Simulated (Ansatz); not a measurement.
Steps of a relaxation of C₂H₁₁BO₂Si with RKS PBE0-D4/def2-TZVP.

```sh
$ ansatz run in.yaml --threads 4 --pin off --events-out ev --progress --plain --max-ram 11315MiB
```

```yaml
crystal:
  periodic: [false, false, false]
  atoms:
    - {symbol: C, position_ang: [0.849048, -2.018773, -0.131416]}
    - {symbol: B, position_ang: [0.279060, -0.720553, -0.823052]}
    - {symbol: C, position_ang: [1.221763, 0.455939, -1.329385]}
    - {symbol: O, position_ang: [-1.078547, -0.683721, -1.055462]}
    - {symbol: O, position_ang: [-0.032215, 0.728315, 1.608431]}
    - {symbol: Si, position_ang: [-1.636909, 1.251214, 1.540804]}
    - {symbol: H, position_ang: [0.113894, -2.847313, -0.093939]}
    - {symbol: H, position_ang: [1.782308, -2.381063, -0.612713]}
    - {symbol: H, position_ang: [1.117383, -1.757015, 0.916347]}
    - {symbol: H, position_ang: [2.098756, 0.612688, -0.667428]}
    - {symbol: H, position_ang: [0.707941, 1.430452, -1.476612]}
    - {symbol: H, position_ang: [1.645102, 0.167132, -2.318143]}
    - {symbol: H, position_ang: [-1.354188, 0.151254, -1.476443]}
    - {symbol: H, position_ang: [0.635510, 1.392417, 1.363729]}
    - {symbol: H, position_ang: [-1.908593, 2.294293, 2.595890]}
    - {symbol: H, position_ang: [-1.974839, 1.878164, 0.208124]}
    - {symbol: H, position_ang: [-2.484574, 0.046169, 1.791566]}
basis:
  gaussian: {orbitals: def2-TZVP}
hamiltonian: {xc: pbe0, dispersion: d4}
relax: {f_tol: 0.005, max_steps: 150}
```

Positions (Å) and forces (eV/Å) along the path, 8 of 29 steps:

```xyz
17
step=1 energy=-14896.0415 eV
C     0.849   -2.019   -0.131    0.112   -0.165    0.189
B     0.279   -0.721   -0.823   -0.112   -0.096   -0.086
C     1.222    0.456   -1.329    0.195    0.153   -0.126
O    -1.079   -0.684   -1.055    0.239    0.639   -0.243
O    -0.032    0.728    1.608   -0.488    0.833   -0.241
Si   -1.637    1.251    1.541    0.537   -0.175    0.102
H     0.114   -2.847   -0.094    0.368    0.407   -0.026
H     1.782   -2.381   -0.613   -0.462    0.174    0.229
H     1.117   -1.757    0.916   -0.115   -0.153   -0.493
H     2.099    0.613   -0.667   -0.424   -0.073   -0.302
H     0.708    1.430   -1.477    0.230   -0.456    0.080
H     1.645    0.167   -2.318   -0.200    0.137    0.446
H    -1.354    0.151   -1.476    0.172   -0.603    0.281
H     0.636    1.392    1.364   -0.490   -0.460    0.202
H    -1.909    2.294    2.596    0.105   -0.236   -0.238
H    -1.975    1.878    0.208    0.131   -0.175    0.298
H    -2.485    0.046    1.792    0.200    0.251   -0.074
17
step=2 energy=-14896.1091 eV
C     0.859   -2.032   -0.155    0.007   -0.045    0.059
B     0.295   -0.749   -0.862   -0.082   -0.013   -0.014
C     1.232    0.429   -1.349    0.072    0.045   -0.046
O    -1.055   -0.707   -1.101    0.164    0.190   -0.070
O    -0.063    0.794    1.651   -0.424    0.341   -0.097
Si   -1.662    1.283    1.590    0.540   -0.129    0.007
H     0.134   -2.853   -0.120    0.098    0.110   -0.008
H     1.785   -2.393   -0.623   -0.126    0.056    0.059
H     1.118   -1.772    0.882   -0.031   -0.033   -0.145
H     2.093    0.582   -0.684   -0.136   -0.028   -0.084
H     0.719    1.392   -1.486    0.060   -0.141    0.027
H     1.659    0.157   -2.328   -0.062    0.036    0.130
H    -1.324    0.113   -1.533    0.024   -0.173    0.092
H     0.587    1.473    1.438   -0.132   -0.172    0.071
H    -1.926    2.316    2.634   -0.019   -0.061   -0.048
H    -1.984    1.893    0.264    0.004   -0.045    0.069
H    -2.485    0.075    1.824    0.043    0.062   -0.002
17
step=4 energy=-14896.1218 eV
C     0.849   -2.024   -0.153   -0.007   -0.001   -0.001
B     0.291   -0.748   -0.869   -0.006   -0.007   -0.008
C     1.228    0.425   -1.354    0.001   -0.002    0.000
O    -1.054   -0.706   -1.114    0.021    0.006    0.005
O    -0.058    0.805    1.655   -0.019    0.055   -0.025
Si   -1.641    1.275    1.585   -0.001   -0.012    0.007
H     0.128   -2.842   -0.115   -0.008   -0.008    0.000
H     1.772   -2.384   -0.616    0.009   -0.003   -0.004
H     1.106   -1.757    0.878    0.004    0.003    0.013
H     2.077    0.580   -0.683    0.007    0.001    0.007
H     0.713    1.381   -1.493   -0.005    0.009    0.000
H     1.660    0.154   -2.325    0.005   -0.004   -0.011
H    -1.326    0.107   -1.545   -0.022    0.006   -0.003
H     0.592    1.489    1.487    0.037   -0.036    0.018
H    -1.932    2.302    2.622   -0.011    0.004    0.011
H    -1.968    1.878    0.262   -0.008   -0.004   -0.014
H    -2.457    0.066    1.818    0.002   -0.007    0.002
17
step=8 energy=-14896.1234 eV
C     0.837   -2.021   -0.152   -0.030    0.004   -0.024
B     0.296   -0.743   -0.879   -0.001    0.010    0.023
C     1.246    0.411   -1.381   -0.011    0.007   -0.002
O    -1.052   -0.681   -1.103   -0.011   -0.008    0.005
O    -0.049    0.841    1.645    0.035    0.028    0.000
Si   -1.644    1.263    1.586   -0.019    0.007   -0.012
H     0.111   -2.834   -0.123   -0.011   -0.010    0.002
H     1.767   -2.388   -0.594    0.034   -0.011   -0.015
H     1.074   -1.750    0.883    0.008    0.012    0.028
H     2.097    0.562   -0.713    0.002   -0.004   -0.005
H     0.739    1.372   -1.522    0.007   -0.001   -0.006
H     1.669    0.128   -2.353    0.004    0.001    0.004
H    -1.325    0.134   -1.530    0.009    0.002   -0.010
H     0.596    1.545    1.562   -0.017   -0.026    0.004
H    -1.964    2.276    2.631    0.004   -0.008    0.000
H    -2.001    1.860    0.268   -0.002   -0.003    0.004
H    -2.417    0.026    1.816   -0.001   -0.001    0.002
17
step=11 energy=-14896.1240 eV
C     0.820   -2.006   -0.138    0.015   -0.001    0.017
B     0.296   -0.727   -0.876   -0.005    0.001   -0.009
C     1.264    0.400   -1.403    0.004   -0.003   -0.009
O    -1.052   -0.646   -1.095    0.009    0.007   -0.006
O    -0.041    0.859    1.619   -0.008    0.026   -0.004
Si   -1.649    1.240    1.589    0.036   -0.009    0.002
H     0.082   -2.810   -0.101    0.009    0.007    0.000
H     1.746   -2.389   -0.578   -0.022    0.005    0.008
H     1.062   -1.729    0.896   -0.003   -0.006   -0.021
H     2.117    0.552   -0.737   -0.001    0.002    0.005
H     0.777    1.367   -1.571    0.000   -0.009    0.003
H     1.687    0.085   -2.366   -0.004    0.001    0.004
H    -1.309    0.165   -1.541    0.000   -0.004    0.005
H     0.588    1.582    1.583   -0.035   -0.022    0.000
H    -1.974    2.222    2.660   -0.002    0.001    0.002
H    -2.044    1.854    0.290    0.003   -0.001    0.005
H    -2.388   -0.021    1.808    0.005    0.005   -0.002
17
step=19 energy=-14896.1268 eV
C     0.721   -1.936   -0.076    0.002   -0.019    0.000
B     0.306   -0.668   -0.899   -0.003    0.003   -0.009
C     1.367    0.343   -1.482   -0.009   -0.001   -0.010
O    -1.030   -0.496   -1.142    0.007    0.006   -0.008
O    -0.015    0.999    1.508   -0.081    0.068    0.016
Si   -1.661    1.129    1.646    0.068   -0.042   -0.031
H    -0.096   -2.651    0.049    0.028    0.028   -0.004
H     1.578   -2.452   -0.522   -0.031    0.019    0.017
H     1.043   -1.613    0.921   -0.004   -0.010   -0.016
H     2.192    0.508   -0.783   -0.002    0.002   -0.003
H     0.951    1.317   -1.761    0.009   -0.019    0.005
H     1.817   -0.087   -2.386   -0.008    0.006    0.015
H    -1.218    0.301   -1.644    0.010   -0.012    0.011
H     0.489    1.815    1.525   -0.023   -0.049    0.000
H    -2.017    1.952    2.838    0.009   -0.008   -0.022
H    -2.261    1.784    0.449    0.012   -0.007    0.038
H    -2.184   -0.246    1.801    0.016    0.037    0.001
17
step=23 energy=-14896.1284 eV
C     0.674   -1.899   -0.049   -0.004   -0.001   -0.006
B     0.308   -0.643   -0.912    0.001    0.004    0.006
C     1.407    0.317   -1.510   -0.007   -0.006   -0.007
O    -1.019   -0.435   -1.173    0.012    0.011   -0.007
O    -0.014    1.066    1.460   -0.041    0.029    0.008
Si   -1.657    1.077    1.666    0.042   -0.009   -0.008
H    -0.171   -2.573    0.106    0.003    0.004   -0.002
H     1.503   -2.466   -0.485   -0.004    0.003    0.003
H     1.021   -1.560    0.934    0.002   -0.001   -0.002
H     2.221    0.486   -0.801   -0.001    0.000    0.001
H     1.024    1.290   -1.832    0.003   -0.007    0.002
H     1.862   -0.158   -2.388   -0.002    0.003    0.006
H    -1.174    0.355   -1.697   -0.003   -0.010    0.005
H     0.437    1.910    1.504   -0.006   -0.022   -0.001
H    -2.013    1.831    2.902    0.002   -0.005   -0.003
H    -2.350    1.736    0.525    0.002   -0.007    0.006
H    -2.078   -0.334    1.792    0.001    0.013   -0.002
17
step=29 energy=-14896.1289 eV
C     0.638   -1.870   -0.031    0.001   -0.002    0.000
B     0.311   -0.622   -0.922    0.000    0.001    0.001
C     1.438    0.294   -1.532    0.000    0.001   -0.003
O    -1.009   -0.386   -1.197   -0.001    0.000    0.002
O    -0.020    1.126    1.423   -0.004    0.003   -0.001
Si   -1.652    1.038    1.683    0.003   -0.002    0.003
H    -0.231   -2.507    0.147    0.001    0.000    0.000
H     1.439   -2.477   -0.463   -0.001    0.000    0.000
H     1.009   -1.522    0.940    0.000    0.000   -0.001
H     2.239    0.475   -0.810   -0.001    0.000    0.000
H     1.081    1.261   -1.898    0.001   -0.002    0.000
H     1.905   -0.222   -2.380    0.000    0.001    0.002
H    -1.141    0.397   -1.738    0.001   -0.001   -0.001
H     0.390    1.988    1.496    0.001   -0.002    0.000
H    -2.004    1.733    2.954    0.000    0.001   -0.001
H    -2.421    1.689    0.588    0.001   -0.001    0.000
H    -1.991   -0.396    1.780    0.000    0.001   -0.002
```

It took 2.2 min on 4 threads of an Arm Neoverse V2 on a shared host, with 0.84 GiB of host memory at the peak.
